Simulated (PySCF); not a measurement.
Compound: C3H13O2PSi3.
Numbering: `[CH3:1][Si@@:2]1([PH2:3])[CH2:4][C@H:5]([O:6][SiH3:7])[SiH2:8][O:9]1`

NICS is the negative of the GIAO shielding at a point without a nucleus: at the ring centre (0) and 1 Å above and below it (1); zz is the component along the ring normal. Level: GIAO PBE0/pcSseg-1 (PySCF, non-relativistic, gas phase) on the GFN2-xTB geometry, one conformer.

Ring bond lengths (Å), with Mayer bond orders in brackets: Si2–C4 1.914 (0.88), C4–C5 1.524 (1.00), C5–Si8 1.914 (0.84), Si8–O9 1.630 (0.97), O9–Si2 1.660 (0.89).

What do the NICS probes read (ppm)?

| ring | type | NICS(0) | NICS(1), two faces | NICS(1)zz, two faces | rms pucker (Å) | centre to ring atoms, mean (Å) |
| --- | --- | --- | --- | --- | --- | --- |
| Si2–C4–C5–Si8–O9 | 5-membered ring with O and 2 Si; formal bonds all single | -4.1 | -2.6 / -3.1 | -3.2 / -3.2 | 0.21 | 1.45 |

What can be read from them?

- Si2–C4–C5–Si8–O9: mean NICS(1)zz -3.2 ppm, shielded. Si2, C4, C5, Si8 have four or more neighbours, so the value isn't read as a sign of a π ring current.

How shielded are the nuclei of the rings and their hydrogens (means over atoms taken as equivalent)?

```
   atoms                  environment  σ isotropic (ppm)  principal values of the symmetric part, first atom (ppm)
     Si2         oxygen-bound silicon              308.0                                       283.0, 290.8, 350.3
      C4  sp3 carbon bound to silicon              160.4                                       150.7, 163.9, 166.5
      C5   sp3 carbon bound to oxygen              116.7                                        90.6, 103.9, 155.7
     Si8         oxygen-bound silicon              353.9                                       310.7, 351.3, 399.7
      O9              siloxane oxygen              285.5                                       229.7, 305.7, 321.2
 H on C4           methylene hydrogen              31.04                                          26.4, 28.4, 38.4
 H on C4           methylene hydrogen              30.31                                          27.1, 28.8, 35.1
 H on C5             methine hydrogen              27.86                                          22.9, 28.1, 32.5
H on Si8                Si–H hydrogen              26.64                                          22.5, 24.2, 33.2
H on Si8                Si–H hydrogen              26.76                                          23.7, 24.3, 32.3
```
